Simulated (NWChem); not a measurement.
All runs are NWChem calculations. System: H₄AsSi, charge 0, spin multiplicity 2, at a geometry optimised with UPBE0/def2-SVP. The structure started from a generated list of species. Its SCF solution wasn't tested for a lower state. Level: UHF/def2-SVP.

The NWChem input:

```
start mol
memory heap 200 mb stack 900 mb global 1100 mb
geometry units angstroms nocenter noautoz noautosym
  Si    -1.441538    -0.564650     0.044795
  As     0.745509     0.340537    -0.025764
  H     -1.648913    -1.354973     1.298502
  H     -2.432895     0.552271     0.008146
  H     -1.680566    -1.461880    -1.128911
  H      1.342111    -1.068030     0.045358
end
basis spherical
  * library def2-svp
end
scf
  uhf
  nopen 1
  maxiter 100
  thresh 1e-7
  semidirect memsize 60000000 filesize 0
  # guess.movecs holds the orbitals of an unrestricted PBE0 run
  vectors input guess.movecs output mol.movecs
end
task scf energy
```

Output (cleaned and shortened):

```
             Northwest Computational Chemistry Package (NWChem) 7.3.0
             --------------------------------------------------------

                                NWChem Input Module
                                -------------------

 Scaling coordinates for geometry "geometry" by  1.889725989
 (inverse scale =  0.529177249)

                             Geometry "geometry" -> ""
                             -------------------------

 Output coordinates in angstroms (scale by  1.889725989 to convert to a.u.)

  No.       Tag          Charge          X              Y              Z
 ---- ---------------- ---------- -------------- -------------- --------------
    1 Si                  14.0000    -1.44153800    -0.56465000     0.04479500
    2 As                  33.0000     0.74550900     0.34053700    -0.02576400
    3 H                    1.0000    -1.64891300    -1.35497300     1.29850200
    4 H                    1.0000    -2.43289500     0.55227100     0.00814600
    5 H                    1.0000    -1.68056600    -1.46188000    -1.12891100
    6 H                    1.0000     1.34211100    -1.06803000     0.04535800

 Effective nuclear repulsion energy (a.u.)     149.5656865938

            Nuclear Dipole moment (a.u.)
            ----------------------------
        X                 Y               Z
 ---------------- ---------------- ----------------
     0.0000037795     0.0000170075     0.0000245664


 Summary of "ao basis" -> "" (spherical)
 ------------------------------------------------------------------------------
       Tag                 Description            Shells   Functions and Types
 ---------------- ------------------------------  ------  ---------------------
 *                          def2-svp                  on all atoms

 Summary of "ao basis" -> "ao basis" (spherical)
 ------------------------------------------------------------------------------
       Tag                 Description            Shells   Functions and Types
 ---------------- ------------------------------  ------  ---------------------
 Si                         def2-svp                 8       18   4s3p1d
 As                         def2-svp                12       32   5s4p3d
 H                          def2-svp                 3        5   2s1p

                                 NWChem SCF Module
                                 -----------------

  ao basis        = "ao basis"
  functions       =    70
  atoms           =     6
  alpha electrons =    26
  beta  electrons =    25
  charge          =   0.00
  wavefunction    = UHF
  use symmetry    = F
  symmetry adapt  = F

 Summary of "ao basis" -> "ao basis" (spherical)
 ------------------------------------------------------------------------------
       Tag                 Description            Shells   Functions and Types
 ---------------- ------------------------------  ------  ---------------------
 Si                         def2-svp                 8       18   4s3p1d
 As                         def2-svp                12       32   5s4p3d
 H                          def2-svp                 3        5   2s1p

 Forming initial guess at       0.0s

 Starting SCF solution at       0.0s

 ----------------------------------------------
         Quadratically convergent UHF

 Convergence threshold     :          1.000E-07
 Maximum no. of iterations :          100
 Integral*density screening:          1.000E-09
 ----------------------------------------------

              iter       energy          gnorm     gmax       time
             ----- ------------------- --------- --------- --------
                 1    -2525.0626328224  3.91D-01  5.40D-02      0.4
                 2    -2525.0788702257  2.45D-02  5.22D-03      0.5
                 3    -2525.0790659850  4.14D-04  9.68D-05      0.6
                 4    -2525.0790660996  1.17D-07  3.32D-08      0.8
                 5    -2525.0790660996  9.94D-09  2.02D-09      0.9

       Final UHF  results
       ------------------

         Total SCF energy =  -2525.079066099572
      One electron energy =  -3816.151722445036
      Two electron energy =   1141.506969751703
 Nuclear repulsion energy =    149.565686593761

                       Sz =      0.5000
                 Sz(Sz+1) =      0.7500
                      S^2 =      0.7622

        Time for solution =      0.9s

          Final alpha eigenvalues
          -----------------------

              1
    1 -432.5368
    2  -68.7688
    3  -56.2839
    4  -50.1459
    5  -50.1425
    6  -50.1421
    7   -8.0222
    8   -6.1403
    9   -5.8853
   10   -5.8762
   11   -5.8736
   12   -4.2503
   13   -4.2502
   14   -4.2501
   15   -2.1113
   16   -2.1099
   17   -2.1073
   18   -2.1056
   19   -2.1033
   20   -0.8370
   21   -0.6945
   22   -0.5020
   23   -0.4974
   24   -0.4526
   25   -0.3820
   26   -0.3557
   27    0.1414
   28    0.1494
   29    0.1757
   30    0.1772
   31    0.2161
   32    0.3419
   33    0.4139
   34    0.4442
   35    0.4533
   36    0.4552

          Final beta eigenvalues
          ----------------------

              1
    1 -432.5340
    2  -68.7694
    3  -56.2829
    4  -50.1419
    5  -50.1416
    6  -50.1396
    7   -8.0170
    8   -6.1411
    9   -5.8747
   10   -5.8727
   11   -5.8673
   12   -4.2517
   13   -4.2508
   14   -4.2507
   15   -2.1063
   16   -2.1049
   17   -2.1049
   18   -2.1024
   19   -2.1024
   20   -0.7832
   21   -0.6773
   22   -0.4974
   23   -0.4876
   24   -0.4435
   25   -0.3654
   26    0.0243
   27    0.1476
   28    0.1618
   29    0.1778
   30    0.1931
[...]
              MO Center= -4.9D-02, -9.6D-02,  9.8D-03, r^2= 3.8D+00
   Bfn.  Coefficient  Atom+Function         Bfn.  Coefficient  Atom+Function
  ----- ------------  ---------------      ----- ------------  ---------------
    66      0.306414  6 H  s                 56      0.240131  4 H  s
    67      0.227223  6 H  s                 31     -0.224193  2 As py
    30      0.215737  2 As px                33      0.187177  2 As px
    23     -0.183657  2 As s                 34     -0.171765  2 As py
    57      0.168367  4 H  s                 22     -0.166591  2 As s

 Vector   25  Occ=1.000000D+00  E=-3.820456D-01
              MO Center=  3.0D-01,  1.6D-01, -1.1D-02, r^2= 3.2D+00
   Bfn.  Coefficient  Atom+Function         Bfn.  Coefficient  Atom+Function
  ----- ------------  ---------------      ----- ------------  ---------------
    33      0.296557  2 As px                30      0.287380  2 As px
    34      0.283288  2 As py                31      0.263380  2 As py
    22      0.241524  2 As s                 23      0.211857  2 As s
     8     -0.205636  1 Si px                11     -0.180587  1 Si px
    27     -0.174714  2 As px                28     -0.162362  2 As py

 Vector   26  Occ=1.000000D+00  E=-3.557222D-01
              MO Center=  5.6D-01,  2.1D-01, -1.8D-02, r^2= 2.6D+00
   Bfn.  Coefficient  Atom+Function         Bfn.  Coefficient  Atom+Function
  ----- ------------  ---------------      ----- ------------  ---------------
    35      0.621243  2 As pz                32      0.478590  2 As pz
    29     -0.287678  2 As pz

 Vector   27  Occ=0.000000D+00  E= 1.413775D-01
              MO Center= -6.1D-02, -2.0D-01,  1.4D-02, r^2= 5.2D+00
   Bfn.  Coefficient  Atom+Function         Bfn.  Coefficient  Atom+Function
  ----- ------------  ---------------      ----- ------------  ---------------
    33      1.064826  2 As px                11      0.904411  1 Si px
    67     -0.739831  6 H  s                  4      0.488178  1 Si s
     3      0.452927  1 Si s                 34     -0.247769  2 As py
    30      0.203931  2 As px                52     -0.203731  3 H  s
     2      0.193202  1 Si s                 62     -0.181057  5 H  s

 Vector   28  Occ=0.000000D+00  E= 1.494429D-01
              MO Center=  8.8D-02, -4.7D-01,  2.2D-02, r^2= 5.3D+00
   Bfn.  Coefficient  Atom+Function         Bfn.  Coefficient  Atom+Function
  ----- ------------  ---------------      ----- ------------  ---------------
    67     -1.320959  6 H  s                 23      1.253892  2 As s
    34     -1.172780  2 As py                11     -0.941761  1 Si px
     4     -0.493149  1 Si s                 12     -0.351320  1 Si py
    22      0.350675  2 As s                 33     -0.223974  2 As px
    21     -0.219046  2 As s                 52     -0.177385  3 H  s

 Vector   29  Occ=0.000000D+00  E= 1.757105D-01
              MO Center= -1.3D+00, -4.1D-01,  5.0D-02, r^2= 4.4D+00
   Bfn.  Coefficient  Atom+Function         Bfn.  Coefficient  Atom+Function
  ----- ------------  ---------------      ----- ------------  ---------------
    13      1.677942  1 Si pz                62      1.233322  5 H  s
    52     -1.128696  3 H  s                 35     -0.356267  2 As pz
    12      0.183011  1 Si py

                     UHF Final Beta Molecular Orbital Analysis
                     -----------------------------------------

 Vector   23  Occ=1.000000D+00  E=-4.876331D-01
              MO Center= -1.6D+00, -1.1D+00,  5.7D-02, r^2= 2.1D+00
   Bfn.  Coefficient  Atom+Function         Bfn.  Coefficient  Atom+Function
  ----- ------------  ---------------      ----- ------------  ---------------
    61     -0.318709  5 H  s                 51      0.313120  3 H  s
    10      0.293851  1 Si pz                13      0.212303  1 Si pz
    62     -0.191418  5 H  s                 52      0.188198  3 H  s
     7     -0.164816  1 Si pz

 Vector   24  Occ=1.000000D+00  E=-4.435105D-01
              MO Center=  5.9D-02, -8.0D-02,  6.5D-03, r^2= 3.5D+00
   Bfn.  Coefficient  Atom+Function         Bfn.  Coefficient  Atom+Function
  ----- ------------  ---------------      ----- ------------  ---------------
    66      0.324849  6 H  s                 67      0.241311  6 H  s
    30      0.221205  2 As px                22     -0.214773  2 As s
    31     -0.214141  2 As py                56      0.215124  4 H  s
     8     -0.183864  1 Si px                23     -0.183519  2 As s
    33      0.174386  2 As px                34     -0.164372  2 As py

 Vector   25  Occ=1.000000D+00  E=-3.654471D-01
              MO Center=  3.6D-01,  2.3D-01, -1.6D-02, r^2= 3.2D+00
   Bfn.  Coefficient  Atom+Function         Bfn.  Coefficient  Atom+Function
  ----- ------------  ---------------      ----- ------------  ---------------
    34      0.301260  2 As py                22      0.288589  2 As s
    33      0.276231  2 As px                31      0.270040  2 As py
    30      0.265655  2 As px                23      0.224909  2 As s
     8     -0.207984  1 Si px                21     -0.184042  2 As s
    11     -0.181849  1 Si px                28     -0.167540  2 As py

 Vector   26  Occ=0.000000D+00  E= 2.428004D-02
              MO Center=  4.9D-01,  2.2D-01, -1.7D-02, r^2= 2.9D+00
   Bfn.  Coefficient  Atom+Function         Bfn.  Coefficient  Atom+Function
  ----- ------------  ---------------      ----- ------------  ---------------
    35      0.702984  2 As pz                32      0.304616  2 As pz
    13      0.260105  1 Si pz                62      0.234907  5 H  s
    52     -0.232211  3 H  s                 29     -0.228893  2 As pz

 Vector   27  Occ=0.000000D+00  E= 1.476377D-01
              MO Center= -5.9D-02, -1.9D-01,  1.2D-02, r^2= 5.2D+00
   Bfn.  Coefficient  Atom+Function         Bfn.  Coefficient  Atom+Function
  ----- ------------  ---------------      ----- ------------  ---------------
    33      1.053378  2 As px                11      0.925265  1 Si px
    67     -0.735454  6 H  s                  3      0.438704  1 Si s
     4      0.430558  1 Si s                 34     -0.244929  2 As py
    57      0.245976  4 H  s                 52     -0.224732  3 H  s
    30      0.205930  2 As px                62     -0.204618  5 H  s

 Vector   28  Occ=0.000000D+00  E= 1.617599D-01
              MO Center= -1.7D-01, -5.4D-01,  3.0D-02, r^2= 5.5D+00
   Bfn.  Coefficient  Atom+Function         Bfn.  Coefficient  Atom+Function
  ----- ------------  ---------------      ----- ------------  ---------------
    67     -1.261018  6 H  s                 23      1.220086  2 As s
    34     -1.106055  2 As py                11     -1.034730  1 Si px
    12     -0.421499  1 Si py                22      0.388015  2 As s
     4     -0.315081  1 Si s                 52     -0.306885  3 H  s
    62     -0.283527  5 H  s                 21     -0.234997  2 As s

 center of mass
 --------------
 x =   0.19563666 y =   0.11235720 z =  -0.00799177

 moments of inertia (a.u.)
 ------------------
          92.066076007820        -153.782880351929          12.153176447207
        -153.782880351929         410.987226132067           5.329185918021
          12.153176447207           5.329185918021         480.985469676329

  Mulliken analysis of the total density
  --------------------------------------

    Atom       Charge   Shell Charges
 -----------   ------   -------------------------------------------------------
    1 Si  14    13.48   2.00  1.99  0.96  0.18  5.94  1.23  0.98  0.19
    2 As  33    33.10   2.00  2.00  2.00  1.30  0.56  6.00  5.98  1.46  1.73  8.18  1.77  0.13
    3 H    1     1.13   0.74  0.38  0.01
    4 H    1     1.13   0.74  0.38  0.01
    5 H    1     1.13   0.74  0.38  0.01
    6 H    1     1.04   0.70  0.33  0.02

  Mulliken analysis of the alpha density
  --------------------------------------

    Atom       Charge   Shell Charges
 -----------   ------   -------------------------------------------------------
    1 Si  14     6.70   1.00  1.00  0.47  0.09  2.97  0.60  0.48  0.10
    2 As  33    17.10   1.00  1.00  1.00  0.65  0.31  3.00  2.99  0.94  1.17  4.08  0.89  0.07
    3 H    1     0.57   0.37  0.19  0.01
    4 H    1     0.56   0.37  0.19  0.01
    5 H    1     0.57   0.37  0.19  0.01
    6 H    1     0.49   0.33  0.15  0.01

   Mulliken analysis of the beta density
   -------------------------------------

    Atom       Charge   Shell Charges
 -----------   ------   -------------------------------------------------------
    1 Si  14     6.78   1.00  1.00  0.49  0.10  2.97  0.63  0.51  0.09
    2 As  33    16.00   1.00  1.00  1.00  0.65  0.25  3.00  2.99  0.52  0.56  4.10  0.88  0.06
    3 H    1     0.55   0.36  0.19  0.01
    4 H    1     0.56   0.37  0.19  0.01
    5 H    1     0.55   0.36  0.19  0.01
    6 H    1     0.55   0.36  0.18  0.01

   Mulliken analysis of the spin density
   -------------------------------------

    Atom       Charge   Shell Charges
 -----------   ------   -------------------------------------------------------
    1 Si  14    -0.07  -0.00 -0.00 -0.01 -0.01 -0.00 -0.03 -0.03  0.01
    2 As  33     1.10   0.00  0.00  0.00 -0.00  0.06  0.00  0.00  0.42  0.61 -0.01  0.01  0.01
    3 H    1     0.02   0.01  0.01 -0.00
    4 H    1    -0.00  -0.00 -0.00 -0.00
    5 H    1     0.02   0.01  0.01 -0.00
    6 H    1    -0.06  -0.03 -0.03  0.00

       Multipole analysis of the density wrt the origin
       ------------------------------------------------

     L   x y z        total         alpha         beta         nuclear
     -   - - -        -----         -----         ----         -------
     0   0 0 0     -0.000000    -26.000000    -25.000000     51.000000

     1   1 0 0     -0.094985     -0.701391      0.606402      0.000004
     1   0 1 0     -0.182988     -0.361264      0.178259      0.000017
     1   0 0 1      0.011408      0.027007     -0.015623      0.000025

     2   2 0 0    -26.717441   -123.288518   -120.180965    216.752043
     2   1 1 0     -0.862224    -39.656551    -38.652453     77.446780
     2   1 0 1      0.053158      3.150745      3.118646     -6.216233
     2   0 2 0    -26.609699    -38.579961    -36.986212     48.956473
     2   0 1 1      0.044093      1.363180      1.525927     -2.845014
     2   0 0 2    -25.943852    -20.700319    -16.001965     10.758432

 Task  times  cpu:        0.9s     wall:        0.9s

 Total times  cpu:        0.9s     wall:        0.9s
```
